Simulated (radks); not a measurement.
Results of a calculation; reference values are marked as such.
Question: Code: a radial shooting solver on a logarithmic mesh with Libxc functionals. Model: non-relativistic Kohn-Sham, LB94 model potential, spin-polarised, spherical densities, point nucleus. Response by self-consistent Sternheimer equations with the Hartree and adiabatic LDA kernel. Rank Nb5+, Rb+, Tc7+, Zr4+, Kr, Mo6+, Ru8+, Sr2+ (NIST ground configurations) by static dipole polarisability, largest first.

Answer: Kr 16.97, Rb+ 9.399, Sr2+ 6.024, Zr4+ 3.088, Nb5+ 2.362, Mo6+ 1.859, Tc7+ 1.498, Ru8+ 1.229 bohr^3.
